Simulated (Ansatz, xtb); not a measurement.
# Isomers of C3H8OSSi in order of energy

8 gas-phase structures of C3H8OSSi, from a drawn sample of its isomers (lower ones may exist). Each was relaxed with GFN2-xTB; where two conformers were screened, the lower at r2SCAN-D4/def2-SVP is listed:

A. `[SiH3][C@@H]1OC[C@H]1S`, a singlet
B. `[SiH3][C@@H]1CO[C@H]1S`, a singlet
C. `[SiH3][C@@H]1OC[C@@H]1S`, a singlet
D. `[SiH3][C@@H]1C[C@H](S)O1`, a singlet
E. `[SiH3][C@@H]1CO[C@@H]1S`, a singlet
F. `[SiH3][C@@]1(S)CCO1`, a singlet
G. `[SiH3]C1(S)COC1`, a singlet
H. `[SiH3][C@@H]1C[C@@H](S)O1`, a singlet

Task: Estimate their order in r2SCAN-D4/def2-SVP energy at these geometries, lowest first.

Result: Calculated order at r2SCAN-D4/def2-SVP: B (0.0), E (0.4), F (0.7), H (1.7), D (1.8), G (3.9), C (5.0), A (5.9) kcal/mol. Less than 1 kcal/mol parts B and E; E and F; H and D; C and A, so the order within those pairs means little.

Energies above the lowest of each column, in kcal/mol; the last columns are at B3LYP-D3(BJ)/def2-SVP geometries and were run for some of them only (a dash: not run or not comparable):

```tsv
structure	GFN2-xTB	HF/STO-3G	r2SCAN-D4/def2-SVP	B3LYP-D3(BJ)/def2-SVP	CCSD(T)/def2-SVP + ΔMP2/def2-TZVPP
B	0.5	0.6	0.0	0.9	0.0
E	0.0	1.4	0.4	0.0	0.3
F	0.0	2.0	0.7	1.4	1.1
H	0.2	0.0	1.7	2.2	2.0
D	0.0	0.4	1.8	2.0	1.9
G	4.3	5.7	3.9	4.2	2.9
C	2.9	3.8	5.0	–	–
A	4.2	3.3	5.9	–	–
```

CCSD(T)/def2-SVP + ΔMP2/def2-TZVPP puts B lowest of those it was run on, with E within 1 kcal/mol; GFN2-xTB picks D, HF/STO-3G picks H. CCSD(T)/def2-SVP + ΔMP2/def2-TZVPP orders those it was run on as B (0.0), E (0.3), F (1.1), D (1.9), H (2.0), G (2.9) kcal/mol. Less than 1 kcal/mol parts B and E; E and F; F and D; D and H; H and G, so the order within those pairs means little. Flexible structures stand in one conformer each, not always the lowest. Frequencies (GFN2-xTB) were run for B, D, E, F, G, H alone. ΔMP2 is the change of the MP2 energy from the smaller to the larger basis.

Over these structures GFN2-xTB departs from r2SCAN-D4/def2-SVP by 0.9 kcal/mol on average once a common shift is removed. A GFN2-xTB relaxation took about 0.12 s and the r2SCAN-D4/def2-SVP energy about 1.5 s on a shared host (Ansatz 0.2.0, xtb 6.7.1).
